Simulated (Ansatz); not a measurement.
`CCBCF` + H₂ → `CBCF` + CH₄ at 400 K and 1 bar (hydrogenolysis of a C–C bond).

Computed with Ansatz on PBE0-D4/def2-TZVP structures; ΔE is electronic, products minus reactants. CCSD(T)/CBS adds triple-zeta CCSD(T) − MP2 to the extrapolated MP2 energy (def2 sets, frozen cores). This one scheme is used for every species. Each species was taken in one conformer, which may not be the lowest.

| species | CCSD(T)/CBS energy (Eh) | H − E (kJ/mol) | S (J/(mol·K)) |
| --- | --- | --- | --- |
| `CCBCF` | -243.54510 | 312.8 | 377.6 |
| H₂ | -1.17544 | 38.0 | 139.0 |
| `CBCF` | -204.28650 | 231.6 | 336.5 |
| CH₄ | -40.46206 | 131.3 | 197.2 |

H − E and S are ideal-gas, rigid-rotor, harmonic terms from PBE0-D4/def2-TZVP, for one conformer and one mirror image of each species. For small species the MP2-based limit differs from directly extrapolated CCSD(T) by up to some mEh (0.8 for H₂); such offsets cancel only in part. 1 Eh = 2625.50 kJ/mol, R = 8.31446 J/(mol·K).

Task: By hand: ΔE, ΔH, ΔS and ΔG.

Result: ΔE = (-204.28650) + (-40.46206) − (-243.54510) − (-1.17544) = -0.02802 Eh = -73.6 kJ/mol. Δ(H − E) = 231.6 + 131.3 − 312.8 − 38.0 = 12.1, so ΔH = -61.5 kJ/mol. ΔS = 336.5 + 197.2 − 377.6 − 139.0 = 17.1 J/(mol·K). ΔG = -61.5 − 400 × (17.1)/1000 = -68.3 kJ/mol.

Task: By hand: the equilibrium constant, and the temperature at which ΔG would vanish if ΔH and ΔS stayed fixed.

Result: log₁₀ K = −ΔG/(RT ln 10) = 8.9. ΔH and −TΔS have one sign here, so there is no such temperature.

ΔH outweighs TΔS. A doubt of 5 kJ/mol in ΔE shifts log₁₀ K by 0.7 here. Other conformers and mirror images would add mixing entropy, several J/(mol·K) or more a flexible species. Modes under 60 cm⁻¹, often nearly free rotors, make the harmonic entropy too high. These are equilibria of isolated gas molecules and say nothing of rates. Largest T1 diagnostic: 0.010 (customary marks: 0.02 for closed shells, 0.045 for open ones).
